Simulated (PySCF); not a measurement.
**Simulated characterisation data**

Method: σ from GIAO-PBE0/pcSseg-1, structure optimised with GFN2-xTB, in PySCF (in vacuum, one conformer, one averaged value for each set of equivalent atoms, no relativistic terms).

Shifts are taken against calculated references (same method and geometry level): $^{1}$H (σref 31.72) and $^{13}$C (σref 186.93) against TMS. Where no couplings were computed, multiplicities follow the n + 1 count of equivalent neighbours, and m marks all less simple cases (inequivalent or close neighbours, rings, F or P nearby). Acid and N–H amide carbonyl carbons lie up to 10 ppm further downfield in solution (hydrogen bonding). Shifts are as computed. Against solution values, carbons near 30 ppm lie about +3 ppm off and those near 130 ppm about +5 ppm (rms about the fit 2.1 ppm; single classes can miss by 10 ppm). Of 1328 compounds with measured shifts, 309 miss one by over three times the rms of a fit or turn the order of signals round; such compounds aren't used in these exercises. Signals without a measured value on file couldn't be tested in this way; 1H shifts scatter by 0.2 ppm about their fit, and single ones miss by 0.5 ppm. OH and NH positions are gas-phase values without hydrogen bonding to other molecules.

Compound 1 (C$_{7}$H$_{9}$NO). $^{1}$H NMR (500 MHz, computed): δ 8.21 (d, 1H), 5.83 (br s, 1H), 5.82 (br s, 1H), 5.54 (m, 1H), 5.44 (br s, 1H), 5.31 (br s, 1H), 4.62 (br, 1H), 3.25 (m, 1H), 2.41 (m, 1H). $^{13}$C{$^{1}$H} NMR (computed): δ 159.9, 159.4, 151.2, 114.0, 113.5, 45.6, 41.2. Structure: `C1(=C)C(=C)C[C@H]1NC=O`.

Compound 2 (C$_{7}$H$_{9}$NO). $^{1}$H NMR (500 MHz, computed): δ 7.29 (m, 1H), 6.45 (d, 1H), 6.15 (d, 1H), 5.68 (s, 1H), 4.08 (br s, 1H), 3.10 (br s, 1H), 2.90 (s, 3H). $^{13}$C{$^{1}$H} NMR (computed): δ 165.2 (C), 154.9 (C), 136.2 (CH), 110.0 (CH), 107.6 (CH), 96.8 (CH), 31.8 (CH3). Structure: `CNc1cccc(O)c1`.

Compound 3 (C$_{6}$H$_{10}$O). $^{1}$H NMR (500 MHz, computed): δ 6.31 (m, 1H), 6.04 (m, 1H), 5.43 (m, 1H), 4.26 (m, 1H), 4.15 (m, 1H), 3.82 (q, 2H), 1.47 (t, 3H). $^{13}$C{$^{1}$H} NMR (computed): δ 166.9 (C), 141.6 (CH), 121.7 (CH2), 90.7 (CH2), 65.1 (CH2), 17.3 (CH3). Structure: SMILES C=CC(=C)OCC.
